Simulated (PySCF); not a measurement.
Molecule: SMILES CS[BH2-][NH3+], CH8BNS.

Bonds (- single, = double, # triple, : aromatic): C1-S2 1.816 Å, S2-B3 1.880 Å, B3-N4 1.643 Å. C1 carries H5, H6, H7; B3 carries H8, H9; N4 carries H10, H11, H12. Formal charges: B3 -1, N4 +1.

Geometry PBE0-D3(BJ)/def2-SVP throughout; GIAO in PySCF 2.14, gas phase, one conformer, non-relativistic; equivalent atoms averaged; functional PBE0.

(1) How do the absolute shieldings σ depend on the basis set? (ppm; last column core-seconds on shared hosts with different chips, so compare them loosely)

(2) Which nucleus moves most, in ppm?

(3) Taking the largest basis, pcSseg-2 (263 functions), as the yardstick, rank the others by their worst heavy-atom deviation.

## Answers

(1) 
| basis set | functions | C1 | S2 | B3 | N4 | H10/H11/H12 | H8/H9 | H5/H6/H7 | core-s |
| --- | --- | --- | --- | --- | --- | --- | --- | --- | --- |
| STO-3G | 32 | 212.3 | 817.0 | 129.4 | 285.7 | 29.89 | 31.07 | 32.41 | 2.2 |
| 6-31G | 56 | 182.3 | 700.4 | 127.0 | 232.7 | 30.44 | 29.19 | 30.94 | 4.4 |
| pcSseg-0 | 56 | 175.1 | 717.7 | 118.0 | 223.5 | 30.83 | 29.02 | 31.42 | 3.8 |
| 6-31G* | 76 | 177.3 | 675.2 | 124.8 | 226.4 | 29.75 | 28.93 | 30.32 | 5.4 |
| def2-SVP | 100 | 176.9 | 706.8 | 123.9 | 225.5 | 28.90 | 28.55 | 29.82 | 6.2 |
| cc-pVDZ | 100 | 178.6 | 687.8 | 124.8 | 228.0 | 28.84 | 28.43 | 29.62 | 7.9 |
| pcSseg-1 | 115 | 166.3 | 638.5 | 114.2 | 213.3 | 28.74 | 28.37 | 29.50 | 8 |
| 6-311+G(2d,p) | 164 | 168.3 | 619.2 | 115.7 | 216.8 | 28.99 | 28.48 | 29.59 | 12 |
| aug-cc-pVDZ | 168 | 176.6 | 667.2 | 121.7 | 228.0 | 28.68 | 28.34 | 29.43 | 15 |
| def2-TZVP | 178 | 168.5 | 610.8 | 115.8 | 218.0 | 28.97 | 28.47 | 29.66 | 15 |
| IGLO-III | 229 | 165.8 | 625.9 | 111.8 | 214.4 | 28.71 | 28.41 | 29.45 | 23 |
| cc-pVTZ | 236 | 169.4 | 650.2 | 116.1 | 217.4 | 28.58 | 28.43 | 29.46 | 31 |
| pcSseg-2 | 263 | 165.6 | 620.5 | 111.6 | 214.4 | 28.50 | 28.36 | 29.37 | 23 |

(2) S2 (sulfur bonded to C, B): from 610.8 ppm with def2-TZVP to 817.0 ppm with STO-3G. The smallest spread is 2.33 ppm, at H10/H11/H12. Proton shifts span only some 12 ppm, so a few tenths of a ppm matter as much there as several ppm in carbon.

(3) 6-311+G(2d,p) 4.1 ppm (164 functions), IGLO-III 5.4 ppm (229 functions), def2-TZVP 9.6 ppm (178 functions), pcSseg-1 18.1 ppm (115 functions), cc-pVTZ 29.8 ppm (236 functions), aug-cc-pVDZ 46.7 ppm (168 functions), 6-31G* 54.7 ppm (76 functions), cc-pVDZ 67.3 ppm (100 functions), 6-31G 80.0 ppm (56 functions), def2-SVP 86.3 ppm (100 functions), pcSseg-0 97.3 ppm (56 functions), STO-3G 196.5 ppm (32 functions).

A small basis that lands close on one nucleus may do so by chance; judge by the trend and by all nuclei.
